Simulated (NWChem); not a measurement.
# Ionisation of C₃H₆NO

```
N
C 1 1.3750
H 2 1.0870 1 117.43
C 1 1.3872 2 120.38 3 0.00
O 4 1.2122 1 124.34 2 0.00
H 2 1.0875 3 123.93 1 180.00
H 4 1.1148 5 123.73 1 180.00
C 1 1.4544 2 119.51 3 180.00
H 8 1.0987 1 109.53 2 180.00
H 8 1.1025 9 108.53 1 -121.18
H 8 1.1025 9 108.53 10 -117.65
```
Charge 0, spin multiplicity 2.

The numbers come from NWChem runs, not from measurements. The geometry was optimised at UB3LYP/def2-SVP, a minimum by its harmonic frequencies. It is one conformer; others weren't searched.

Basis set: def2-TZVP. −ε marks an orbital energy of the parent.

B3LYP has NWChem's definition, with VWN1-RPA local correlation. The structure started from a generated list of species. The unpaired electrons of the parent sit in orbitals of symmetry a" (Cs labels of the run); other states weren't searched. The stability of the SCF solutions was not checked.

Task: One of these methods gave a first vertical ionisation energy of 4.05 eV. Which?
(A) −ε(alpha HOMO) of PBE0
(B) −ε(alpha HOMO) of BLYP
(C) −ε(alpha HOMO) of B3LYP
(D) −ε(alpha HOMO) of PBE

Result: D, −ε(alpha HOMO) of PBE. The others give 3.89 (−ε(alpha HOMO) of BLYP), 5.19 (−ε(alpha HOMO) of PBE0), 4.94 (−ε(alpha HOMO) of B3LYP).
